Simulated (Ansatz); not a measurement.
A nudged elastic band was laid between two geometries of CH6ClNOSi (11 atoms, charge 0, multiplicity 1).

The calculation used RKS PBE-D4/def2-SVP in Ansatz 0.2.0.

```yaml
movable_images: 9
climbing_image: yes
spring: 5.0 eV/Å²
optimiser: quadratic models (default)
start_path: through a guess of the saddle point
force_threshold: 0.05 eV/Å
iteration_limit: 60
end_points: relaxed
```

First end point:

```xyz
11
Properties=species:S:1:pos:R:3
N -0.256 0.754 2.009
C -0.372 -0.105 0.886
O 0.524 0.264 -0.199
Si 0.520 -0.429 -1.712
Cl -1.333 -0.153 -2.638
H -0.485 1.723 1.756
H 0.701 0.751 2.380
H -0.138 -1.149 1.194
H -1.416 -0.077 0.505
H 1.571 0.277 -2.505
H 0.749 -1.914 -1.656
```

Last end point:

```xyz
11
Properties=species:S:1:pos:R:3
N -0.303 -0.301 1.543
C 0.120 1.320 -0.530
O 1.075 2.065 -0.387
Si 0.390 -0.421 -1.313
Cl -1.357 -1.591 -1.285
H -0.479 0.427 2.246
H 0.442 -0.901 1.920
H -1.149 -0.882 1.480
H -0.934 1.631 -0.240
H 0.745 -0.246 -2.767
H 1.515 -1.156 -0.646
```

**Question.** What changes between the two ends?

**Answer.** Bonds broken: N1–C2, C2–H8, O3–Si4. Bonds formed: N1–H8, C2–Si4. CH6ClNOSi becomes CH3ClOSi + H3N.

**Question.** Give the energies along the band, and the barrier.

**Answer.** The run converged. The highest image is number 4 of 0 to 10, 331.8 kJ/mol above the first end and 189.9 kJ/mol above the last; the last end lies 141.9 kJ/mol above the first. Neighbouring images differ by up to 2.5 eV, so the band resolves the path poorly. A vibrational analysis at the climbing image gives one clearly imaginary mode, 1365i cm⁻¹: a first-order saddle point. The orbitals stay closed-shell, which can raise the energy where a bond breaks towards radicals; this wasn't checked here.

| image | path coordinate (Å) | energy (kJ/mol) | N1–C2 (Å) | C2–H8 (Å) | O3–Si4 (Å) |
| --- | --- | --- | --- | --- | --- |
| 0 | 0.00 | 0.0 | 1.42 | 1.11 | 1.66 |
| 1 | 0.76 | 0.3 | 1.42 | 1.11 | 1.66 |
| 2 | 1.51 | 1.3 | 1.42 | 1.11 | 1.66 |
| 3 | 2.27 | 88.6 | 1.43 | 1.12 | 1.67 |
| 4 | 3.03 | 331.8 | 1.55 | 1.48 | 1.68 |
| 5 | 3.93 | 251.3 | 1.54 | 2.10 | 1.73 |
| 6 | 4.83 | 236.9 | 1.54 | 2.17 | 1.79 |
| 7 | 5.73 | 188.3 | 2.11 | 2.83 | 2.50 |
| 8 | 6.63 | 152.7 | 2.53 | 3.32 | 2.73 |
| 9 | 7.53 | 145.6 | 2.59 | 3.30 | 2.75 |
| 10 | 8.43 | 141.9 | 2.67 | 3.24 | 2.74 |

**Question.** What is the geometry of the highest image?

**Answer.** 
```xyz
11
Properties=species:S:1:pos:R:3:forces:R:3
N -0.057 0.373 1.857 0.00 0.00 0.00
C -0.663 0.135 0.449 0.00 0.00 0.00
O 0.152 0.751 -0.544 0.00 0.00 0.00
Si 0.558 -0.400 -1.696 0.00 -0.01 0.01
Cl -1.084 -0.986 -2.836 0.00 0.00 0.00
H -0.170 1.274 2.382 0.00 0.00 0.00
H 0.928 0.079 1.870 0.00 0.00 0.00
H -0.633 -0.611 1.727 0.00 0.00 0.00
H -1.636 0.668 0.507 0.00 0.00 0.00
H 1.516 0.288 -2.622 0.00 0.00 0.00
H 1.155 -1.626 -1.074 0.00 0.00 0.00
```

The band took 28 iterations and roughly 11 core-minutes.

The run took 5.7 min on 2 threads of Intel(R) Xeon(R) Platinum 8488C (Sapphire Rapids), with other jobs on the host, peak memory 0.16 GiB.
